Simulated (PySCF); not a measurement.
How methods differ on the interval between two levels of Mo²⁺

Mo²⁺ [Kr] 4d4 [5D4, M_J = 4] → Mo²⁺ [Kr] 4d3 5p1 [5G6, M_J = 6], as a difference of total energies. Computed with PySCF 2.14 in x2c-SVPall-2c with one added diffuse shell each of s, p, d type (7s9p7d1f, 76 functions), with the two-component X2C-1e Hamiltonian. Correlated levels: [Ar] 3d10 frozen; the 6 highest virtual spinors dropped. "Screened" scales the spin-orbit matrix elements by Boettger's factors to mimic the two-electron term; Breit and QED terms are absent.

```
                    method  interval between two levels (cm⁻¹)
           GHF (spin-free)                               72759
          GMP2 (spin-free)                               73678
 GHF (screened spin-orbit)                               74027
GMP2 (screened spin-orbit)                               75021
```

The labels give the starting determinants; with spin-orbit coupling the two ends relaxed to ⟨J²⟩ = 20.01, ⟨L²⟩ = 6.05, ⟨S²⟩ = 5.99 and ⟨J²⟩ = 42.01, ⟨L²⟩ = 20.09, ⟨S²⟩ = 5.98.
